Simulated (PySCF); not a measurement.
A side-by-side comparison of computed properties.

First species: C₃H₁₂OSSi₃.
SMILES with atom numbers: `[CH3:1][C:2](=[O:3])[SiH2:4][C@H:5]([SiH3:6])[S:7][SiH3:8]` (hydrogens: H9, H10, H11 on C1; H12, H13 on Si4; H14 on C5; H15, H16, H17 on Si6; H18, H19, H20 on Si8)

Second species: C5H15PSi2.
SMILES with atom numbers: `[CH3:1][CH:2]([CH3:3])[SiH2:4]/[CH:5]=[CH:6]\[SiH2:7][PH2:8]` (hydrogens: H9, H10, H11 on C1; H12 on C2; H13, H14, H15 on C3; H16, H17 on Si4; H18 on C5; H19 on C6; H20, H21 on Si7; H22, H23 on P8)

Levels: PBE0/pcSseg-1 for dipole moment, HOMO energy, LUMO energy and HOMO–LUMO gap; GFN2-xTB for rotational constant A and rotational constant C. Geometries: GFN2-xTB. Each species is one conformer at its optimised geometry, gas phase, non-relativistic unless stated. Electronic properties by PySCF.

The conformers computed, where there is a choice (atom-mapped SMILES and torsion angles):
- `[CH3:1][C:2](=[O:3])[SiH2:4][C@H:5]([SiH3:6])[S:7][SiH3:8]`: C1–C2–Si4–C5 162°, C2–Si4–C5–Si6 38°, Si4–C5–S7–Si8 59°
- `[CH3:1][CH:2]([CH3:3])[SiH2:4]/[CH:5]=[CH:6]\[SiH2:7][PH2:8]`: C1–C2–Si4–C5 57°, C2–Si4–C5–C6 99°, C5–C6–Si7–P8 79°, H–P8–Si7–C6 -49°, H–P8–Si7–C6 44°

| property | column X | column Y |
| --- | --- | --- |
| dipole moment | 1.87 D | 3.33 D |
| HOMO energy | -7.12 eV | -6.67 eV |
| LUMO energy | -1.16 eV | -1.51 eV |
| HOMO–LUMO gap | 5.96 eV | 5.16 eV |
| rotational constant A | 2.135 GHz | 1.136 GHz |
| rotational constant C | 0.498 GHz | 0.689 GHz |

(1) Which column belongs to which species?

(2) How does each property change from the first species to the second?

Answers

(1) Column X is the second species and column Y the first. The first has 20 atoms and 96 electrons, the second 23 and 88.

(2) dipole moment -1.46 D; HOMO energy -0.45 eV; LUMO energy +0.35 eV; HOMO–LUMO gap +0.80 eV; rotational constant A +0.999 GHz; rotational constant C -0.191 GHz.

On the first: In atomic units the dipole is 1.31 e·bohr (1 au = 2.5417 D). A dipole of 3.33 D is allowed in C1, and pure rotational transitions are dipole-allowed.

On the second: The dipole matches unit charges of opposite sign 0.39 Å apart (1 e·Å = 4.8032 D).
